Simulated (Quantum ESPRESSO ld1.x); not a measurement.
Values are calculated unless marked as measured or tabulated.
Species: Bi XXXVIII. Configuration: [Kr] 4d10. Code: ld1.x of Quantum ESPRESSO 7.5. Model: scalar-relativistic Kohn-Sham, LDA (Slater exchange, VWN5 correlation), spin-polarised, spherical densities, point nucleus. Some entries of the table are withheld. Estimate them.

orbital,occ.,eigenvalue (eV),r(max) (bohr)
1s,2,-92128.7,(1)
2s,2,-17800.7,0.056
2p,6,(2),(3)
3s,2,(4),0.158
3p,6,-4768.47,0.158
3d,10,-4098.36,(5)
4s,2,-2268.31,0.344
4p,6,(6),0.358
4d,10,-1768.34,0.355

Answer. 
(1) 1s r(max) (bohr): 0.0096
(2) 2p eigenvalue (eV): -15447.9
(3) 2p r(max) (bohr): 0.047
(4) 3s eigenvalue (eV): -5442.06
(5) 3d r(max) (bohr): 0.130
(6) 4p eigenvalue (eV): -2028.78
